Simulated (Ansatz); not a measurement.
`[NH2][Al]([OH])[F]` + HCl → `[NH2][Al]([F])[Cl]` + H₂O at 400 K and 1 bar (ligand exchange at the Al–O bond).

Calculated with Ansatz (gas phase, PBE0-D4/def2-TZVP geometries, no zero-point term in ΔE). CBS: MP2 limit from def2 TZ/QZ plus the TZ coupled-cluster correction, frozen cores. This one scheme is used for every species. One conformer a species, not always the lowest.

```csv
species,CCSD(T)/CBS energy (Eh),H − E (kJ/mol),S (J/(mol·K))
`[NH2][Al]([OH])[F]`,-473.67557,138.3,342.6
HCl,-460.38127,29.6,195.4
`[NH2][Al]([F])[Cl]`,-857.68991,105.1,342.4
H₂O,-76.37941,69.8,198.6
```

H − E and S are ideal-gas, rigid-rotor, harmonic terms from PBE0-D4/def2-TZVP, for one conformer and one mirror image of each species. 1 Eh = 2625.50 kJ/mol, R = 8.31446 J/(mol·K).

By hand: ΔE, ΔH, ΔS and ΔG.

ΔE = (-857.68991) + (-76.37941) − (-473.67557) − (-460.38127) = -0.01248 Eh = -32.8 kJ/mol. Δ(H − E) = 105.1 + 69.8 − 138.3 − 29.6 = 7.0, so ΔH = -25.8 kJ/mol. ΔS = 342.4 + 198.6 − 342.6 − 195.4 = 3.0 J/(mol·K). ΔG = -25.8 − 400 × (3.0)/1000 = -27.0 kJ/mol.

By hand: the equilibrium constant, and the temperature at which ΔG would vanish if ΔH and ΔS stayed fixed.

log₁₀ K = −ΔG/(RT ln 10) = 3.5. ΔH and −TΔS have one sign here, so there is no such temperature.

The number of gas molecules stays the same, so ΔS is small and ΔH decides. A doubt of 5 kJ/mol in ΔE shifts log₁₀ K by 0.7 here. Other conformers and mirror images would add mixing entropy, several J/(mol·K) or more a flexible species. These are equilibria of isolated gas molecules and say nothing of rates. Largest T1 diagnostic: 0.012 (customary marks: 0.02 for closed shells, 0.045 for open ones).

ΔS is within the doubt of such terms, so its sign, and with it that verdict, could turn.
